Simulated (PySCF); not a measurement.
CH₃Si, SMILES C=[SiH], multiplicity 2. The structure is a stationary point at B3LYP-D3(BJ)/def2-TZVP. The isomer is the one that the SMILES or the coordinates give; other isomers of the formula were not compared.

Problem. Give the equilibrium geometry at B3LYP-D3(BJ)/def2-TZVP (PySCF confirms it by a frequency run) as a Z-matrix, and its point group. (An estimate is asked for; the answer gives what the named calculation found.)

Solution. point group Cs.
```
C
H 1 1.0812
H 1 1.0861 2 115.98
Si 1 1.7070 2 123.86 3 180.00
H 4 1.4946 1 121.18 2 180.00
```
Charge 0, spin multiplicity 2.
